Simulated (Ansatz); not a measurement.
Total energies of C₂H₄GaN.

Cartesian coordinates in Å:
```
N 0.1102 0.3604 1.2910
C -0.3463 0.1313 0.0299
C 0.3350 -0.5350 -0.9249
Ga -2.0522 0.4381 -1.0396
H 1.0854 0.2161 1.5070
H -0.3514 1.0441 1.8607
H 1.3397 -0.9447 -0.8183
H -0.1205 -0.7103 -1.9057
```

Charge 0, multiplicity 1. Correlated methods include outer-core shells of Ga, which these sets cover unevenly. Scalar relativity is left out up to krypton. The bonds changed during the relaxation, so this is another structure than the one it started from. Geometry: relaxed with PBE0-D4/def2-TZVP. It is one conformer, not always the lowest. Basis def2-TZVPP, Ansatz.

RPA on PBE orbitals: Hartree–Fock energy of these orbitals -2055.71608 Eh, correlation -1.17348 Eh (frozen core).

| functional | energy without D4 (Eh) | D4 term (kJ/mol) |
| --- | --- | --- |
| LDA (SPW92) | -2054.03636 | – |
| revPBE | -2058.06257 | -52.8 |
| r2SCAN | -2058.14427 | -3.9 |
| B97M-V | -2057.85717 | – |
| PBE0 | -2057.82368 | -14.4 |
| B3LYP | -2058.29558 | -28.1 |
| r2SCANh | -2058.12604 | -4.2 |
| r2SCAN0 | -2058.10008 | -4.6 |
| ωB97X-V | -2058.01236 | – |
| B2PLYP | -2057.75815 | – |

(1) Give the same for PBE, BLYP, HSE06 (plane-wave form), BHLYP, CAM-B3LYP, LC-ωPBE, ωB97M-V, PBE-QIDH. (Estimate.)

B3LYP takes the VWN-RPA correlation (the form of Gaussian; ORCA's B3LYP/G). HSE06 is the plane-wave form, built on full-range PBE exchange. The double hybrids freeze the cores in their second-order part.

Results:

(1) The calculation gave: 
```tsv
functional	energy without D4 (Eh)	D4 term (kJ/mol)
PBE	-2057.77911	-17.1
BLYP	-2058.26426	-38.3
HSE06 (plane-wave form)	-2057.81589	-13.4
BHLYP	-2058.12885	-22.3
CAM-B3LYP	-2058.28561	-14.6
LC-ωPBE	-2057.88223	–
ωB97M-V	-2058.07794	–
PBE-QIDH	-2057.45742	–
```

LC-ωPBE has ω = 0.4 bohr⁻¹.
